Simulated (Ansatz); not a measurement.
A structure relaxed at r2SCAN-D4/def2-TZVP in Ansatz, charge 1, singlet:

Cartesian coordinates in Å:
```
Re -0.7675 -0.0583 0.1173
O -0.6157 1.2007 1.1656
O 0.5747 -0.1123 -1.1766
O 0.8085 -1.0302 -0.1063
```

Question: Give its formula and point group.

Answer: the cluster ReO₃⁺ (the lowest singlet isomer of a short search). Point group Cs (tolerance 0.1 Å).

Question: Summarise the bond lengths by kind (pairs closer than 1.2 times the sum of covalent radii, bridged metal pairs left out).

Answer: 3 × O–Re 1.65 to 1.87 Å; 1 × O–O 1.43 Å. The metal has 3 neighbours: O 1.65 Å, O 1.87 Å, O 1.87 Å.

In the def2 sets Re takes a core potential; there is no spin–orbit coupling. The structure holds one bond between oxygen atoms, so isomers without such links may lie far lower. The restricted singlet is unstable: a solution with broken spin symmetry lies lower. The relaxation made no stability test and no search for a lower SCF solution. At r2SCAN-D4/def2-TZVP a triplet of charge 1 lies 0.39 eV below the restricted singlet, each at its own geometry. The structure comes from a short search, and lower isomers may exist.
